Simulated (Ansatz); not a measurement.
ClH$_{2}$OSn, SMILES `[OH][SnH][Cl]` radical. The species carries charge 0 and has multiplicity 2. Sn: def2 effective core potential.

Problem. What are the harmonic wavenumbers in cm⁻¹ at PBE0-D4/def2-TZVP (Ansatz, finite differences of forces, unscaled)? (An estimate is asked.)

Solution. Ansatz gave: 125, 250, 353, 477, 497, 614, 824, 1767, 3876.

Problem. Is this a minimum?

Solution. Yes, all 9 modes are real.

Problem. Give the ideal-gas thermochemistry at 298.15 K and 1 bar (rigid rotor, harmonic oscillator; point group C1, symmetry number 1).

Solution. Zero-point energy 52.5 kJ/mol; H(298) − E = 68.3 kJ/mol; entropy 321.1 J/(mol·K), of which translation 173.1, rotation 109.1, vibration 33.1, electronic 5.8; G(298) − E = -27.4 kJ/mol.

Problem. Rotational constants (cm⁻¹)?

Solution. 0.3151, 0.0948, 0.07451.
